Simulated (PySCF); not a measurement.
# Electron correlation in Cr (chromium, neutral)

[Ar] 3d5 4p1, high-spin 7P determinant (an excited configuration). Computed with PySCF 2.14 in aug-cc-pVTZ, with the non-relativistic Hamiltonian (point nucleus). Frozen: [Ar]; 6 electrons correlated.

```json
{"level": "CCSD", "correlation energy (mhartree)": "-94.69"}
{"level": "(T)", "correlation energy (mhartree)": "-3.32"}
{"level": "CCSD(T)", "correlation energy (mhartree)": "-98.01"}
```

Diagnostics: T1 = 0.061, D1 = 0.1902, largest double amplitude 0.053.

**Question.** Is a single reference adequate?

**Answer.** Largely. T1 is above 0.03 while the doubles stay small, so the singles mainly relax the orbitals.
